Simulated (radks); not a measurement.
Results of a calculation; reference values are marked as such.
Ti+, configuration [Ar] 3d2 4s1. Code: a radial shooting solver on a logarithmic mesh with Libxc functionals. Model: scalar-relativistic Kohn-Sham, PBE, spin-polarised, spherical densities, point nucleus; open shells are filled with parallel spins first. Some entries of the table are withheld. Estimate them.

orbital  occ.  eigenvalue (eV)  <r^2> (bohr^2)
1s up       1        -4876.033        0.006513
1s down     1        -4876.010        0.006513
2s up       1        -544.2301          0.1250
2s down     1        -543.6490          0.1247
2p up       3        -451.5013          0.1038
2p down     3        -451.0466          0.1036
3s up       1         -70.6174           1.172
3s down     1         -68.7036           1.169
3p up       3         -46.8601           1.392
3p down     3         -44.9291           1.387
3d up       2         -12.1072             (1)
4s up       1         -10.9401           11.14
3d down     0         -10.0992             (2)

Answer. 
(1) 3d up <r^2> (bohr^2): 2.989
(2) 3d down <r^2> (bohr^2): 2.938
